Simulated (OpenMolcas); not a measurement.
**CH6AlFSi (SMILES C[SiH2][AlH][F]): the vertical ionisation energy from total energies**

CH6AlFSi: 10 atoms, total charge 0, spin state singlet. SMILES: `C[SiH2][AlH][F]`. The coordinates come from a PBE0-D4/def2-TZVP relaxation. This is one conformer, not always the lowest.

```xyz
10

C     0.2093    1.5221   -0.5497
Si   -0.4873    0.1857    0.5781
Al    0.3205   -2.0619    0.0185
F    -0.2713   -3.3244    0.9101
H    -0.1710    2.5049   -0.2628
H    -0.0699    1.3408   -1.5899
H     1.2998    1.5511   -0.4953
H    -1.9787    0.1980    0.5096
H    -0.1292    0.4904    1.9955
H     1.3611   -2.4579   -1.1110
```

Both states at this one shape; open shells run unrestricted unless said. 1 Eh = 27.2114 eV.

```
                              level     program  singlet CH6AlFSi (Eh)  doublet CH6AlFSi+ (Eh)  HOMO of the first (eV)
                          HF/STO-3G  OpenMolcas            -663.603213             -663.362545                   -7.10
r2SCAN/6-31G* (spherical functions)  OpenMolcas            -673.381327             -673.037017                   -6.53
```

Q: Work out the vertical ionisation energy at each level.

A: 
1. HF/STO-3G: -663.362545 − (-663.603213) = 0.240668 Eh = 6.55 eV; −ε(HOMO) = 7.10 eV.
2. r2SCAN/6-31G* (spherical functions): -673.037017 − (-673.381327) = 0.344310 Eh = 9.37 eV; −ε(HOMO) = 6.53 eV.

No measured value is set beside it here; the levels span 6.55 to 9.37 eV. In Hartree–Fock, −ε(HOMO) (Koopmans) exceeds the difference of totals by the orbital relaxation of the ion. In semi-local functionals −ε(HOMO) lies far under the ionisation energy, a result of self-interaction. Hartree–Fock favours the state with fewer electron pairs, since it lacks pair correlation. Minimal sets are far from the basis-set limit.
